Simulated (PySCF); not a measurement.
From results back to the method.

Compound: C3H10OSi.
Atom-mapped SMILES: `[CH3:1][Si:2]([CH3:3])([CH3:4])[OH:5]` (hydrogens: H6, H7, H8 on C1; H9, H10, H11 on C3; H12, H13, H14 on C4; H15 on O5)

The closed-shell ground state was solved 6 times with PySCF (density fitting, gas phase), always with PBE0, in these basis sets: 6-311+G(2d,p), 6-31G, 6-31G*, STO-3G, def2-SVP and def2-TZVP. Geometry: PBE0-D3(BJ)/def2-SVP; no solvent, vibrations or thermal averaging.

```tsv
row	total energy (Eh)	HOMO (eV)	LUMO (eV)	dipole (D)
P	-484.6669	-7.76	1.63	2.00
Q	-484.5453	-7.84	1.33	1.37
R	-484.7512	-7.71	1.82	1.47
S	-478.9716	-3.88	7.89	1.14
T	-484.8763	-7.98	0.69	1.36
U	-484.8576	-8.01	-0.16	1.44
```

Question: Which basis belongs to which row?

Answer: P = 6-31G, Q = def2-SVP, R = 6-31G*, S = STO-3G, T = def2-TZVP, U = 6-311+G(2d,p). From the lowest total energy up: def2-TZVP (221 functions) 0 eV; 6-311+G(2d,p) (203 functions) +0.51 eV; 6-31G* (94 functions) +3.40 eV; 6-31G (69 functions) +5.70 eV; def2-SVP (124 functions) +9.01 eV; STO-3G (39 functions) +160.67 eV.

The values belong to the conformer `[CH3:1][Si:2]([CH3:3])([CH3:4])[OH:5]`: H–O5–Si2–C1 -60°.
